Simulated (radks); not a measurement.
Values are calculated unless marked as measured or tabulated.
All-electron atom: the neodymium ion Nd18+ in [Kr] 4d6 (the NIST ground configuration).

Code: a radial shooting solver on a logarithmic mesh with Libxc functionals. Model: scalar-relativistic Kohn-Sham, LDA (Slater exchange, Perdew-Wang correlation), spin-unpolarised, spherical densities, point nucleus.

Energy parts (hartree):
total: -9495.2689
kinetic: 10112.3821
electron-nucleus: -22376.3378
Hartree: 2967.4930
exchange-correlation: -198.8062

Orbitals (lengths in bohr, moments of r in powers of bohr; r(max) is where P^2 peaks):
| orbital | occ. | eigenvalue (hartree) | <1/r> | r(max) | <r> | <r^2> |
|---|---|---|---|---|---|---|
| 1s | 2 | -1609.940 | 66.00 | 0.01511 | 0.02365 | 0.0007609 |
| 2s | 2 | -274.2258 | 15.25 | 0.08556 | 0.1010 | 0.01204 |
| 2p | 6 | -247.0048 | 14.38 | 0.06893 | 0.08881 | 0.009625 |
| 3s | 2 | -72.01975 | 5.574 | 0.2436 | 0.2658 | 0.08069 |
| 3p | 6 | -63.43244 | 5.273 | 0.2384 | 0.2637 | 0.08052 |
| 3d | 10 | -51.54816 | 5.008 | 0.1953 | 0.2405 | 0.06798 |
| 4s | 2 | -25.95989 | 2.453 | 0.5526 | 0.5806 | 0.3788 |
| 4p | 6 | -22.98873 | 2.297 | 0.5718 | 0.6041 | 0.4126 |
| 4d | 6 | -18.75944 | 2.097 | 0.5844 | 0.6298 | 0.4539 |

The highest occupied level is 4d at -510.47 eV. The density falls to 0.001 e/bohr^3 at r = 1.61 bohr.
